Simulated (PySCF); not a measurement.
Sr(OH)₂: from structure and modes to constants

Computed with PySCF, PBE0, basis Sr def2-TZVP with ECP28, O def2-TZVP, H def2-TZVP (scalar-relativistic core potentials, no spin–orbit coupling, density fitting).

The singlet minimum has C2v symmetry. Masses (u): Sr 87.90561, O 15.99492, H 1.00782.

```xyz
5
charge 0 multiplicity 1, angstrom
Sr    0.0000    0.0000   -0.2147
O     2.0288    0.0000    0.5263
O    -2.0288    0.0000    0.5263
H     2.8498    0.0000    1.0107
H    -2.8498    0.0000    1.0107
```

Harmonic wavenumbers (cm⁻¹): 71.3 (a1, ×1), 411.2 (b2, ×1), 422.8 (a1, ×1), 430.3 (b1, ×1), 435.8 (a2, ×1), 507.0 (b2, ×1), 508.5 (a1, ×1), 3978.0 (a1, ×1), 3978.1 (b2, ×1).

Problem. Find the principal moments of inertia and the rotational constants. What kind of rotor is it?

Solution. About the centre of mass I = 14.97, 148.04, 163.01 u Å². With B = 16.8576/I this gives 1.126, 0.1139, 0.1034 cm⁻¹. The molecule is an asymmetric top with κ = -0.98.

Problem. What is the harmonic zero-point energy?

Solution. Half the sum of all 9 wavenumbers, 10743/2 = 5372 cm⁻¹, which is 64.3 kJ/mol (1 cm⁻¹ = 0.0119627 kJ/mol).

Problem. Find the vibrational entropy and heat capacity at 298.15 K.

Solution. With u = 1.43878 ω/T, each mode gives S = R[u/(eᵘ−1) − ln(1−e⁻ᵘ)] and C = R u² eᵘ/(eᵘ−1)².
```json
{"ω (cm⁻¹)": "71.3", "u": "0.344", "S (J/(mol K))": "17.23", "C (J/(mol K))": "8.23"}
{"ω (cm⁻¹)": "411.2", "u": "1.984", "S (J/(mol K))": "3.86", "C (J/(mol K))": "6.05"}
{"ω (cm⁻¹)": "422.8", "u": "2.040", "S (J/(mol K))": "3.69", "C (J/(mol K))": "5.94"}
{"ω (cm⁻¹)": "430.3", "u": "2.076", "S (J/(mol K))": "3.59", "C (J/(mol K))": "5.88"}
{"ω (cm⁻¹)": "435.8", "u": "2.103", "S (J/(mol K))": "3.51", "C (J/(mol K))": "5.82"}
{"ω (cm⁻¹)": "507.0", "u": "2.447", "S (J/(mol K))": "2.68", "C (J/(mol K))": "5.16"}
{"ω (cm⁻¹)": "508.5", "u": "2.454", "S (J/(mol K))": "2.67", "C (J/(mol K))": "5.15"}
{"ω (cm⁻¹)": "3978.0", "u": "19.197", "S (J/(mol K))": "0.00", "C (J/(mol K))": "0.00"}
{"ω (cm⁻¹)": "3978.1", "u": "19.197", "S (J/(mol K))": "0.00", "C (J/(mol K))": "0.00"}
```
The sums over all modes are S = 37.2 and C = 42.2 J/(mol K); the softest mode gives 46 % of the entropy.

Problem. Give the standard entropy (298.15 K, 1 bar) by its translational, rotational, vibrational and spin parts, and Cp.

Solution. Sackur–Tetrode with M = 121.91 u gives 168.8; rotation with symmetry number 2 gives 96.0; vibration 37.2; spin R ln 1 = 0.0. The total is 302.0 J/(mol K), and Cp = 4 R + 42.2 = 75.5 J/(mol K).

Other isomers or separated fragments may lie lower.
